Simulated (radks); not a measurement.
As II, configuration [Ar] 3d10 4s2 4p1 5p1 (not the ground configuration). Method: scalar-relativistic Kohn-Sham, exchange-only r2SCAN, spin-unpolarised, spherical densities, finite nucleus; meta-GGA in the generalised Kohn-Sham scheme; Fermi nuclear charge, rms radius 4.0968 fm; computed with a radial shooting solver on a logarithmic mesh with Libxc functionals.

Unscreened Slater integrals over Kohn-Sham orbitals (hartree).

integral,value
"F0(5p,5p)",0.14410
"F2(5p,5p)",0.079390
"F0(5p,4p)",0.18227
"F2(5p,4p)",0.041304
"G0(5p,4p)",0.0095666
"G2(5p,4p)",0.012246
"F0(5p,4s)",0.18520
"G1(5p,4s)",0.015149
"F0(5p,3d)",0.19465
"F2(5p,3d)",0.013250
"G1(5p,3d)",0.0040298
"G3(5p,3d)",0.0037412
"F0(4p,4p)",0.41489
"F2(4p,4p)",0.21873
"F0(4p,4s)",0.44798
"G1(4p,4s)",0.29810
"F0(4p,3d)",0.53794
"F2(4p,3d)",0.11043
"G1(4p,3d)",0.039604
"G3(4p,3d)",0.035128
"F0(4s,4s)",0.49183
"F0(4s,3d)",0.62460
"G2(4s,3d)",0.057680
"F0(3d,3d)",1.3668
"F2(3d,3d)",0.64445
"F4(3d,3d)",0.40341

Derived for the open shells (J is the average intra-shell exchange parameter used in DFT+U). 4p: J = F2/5 = 0.04375 hartree. 5p: J = F2/5 = 0.01588 hartree.
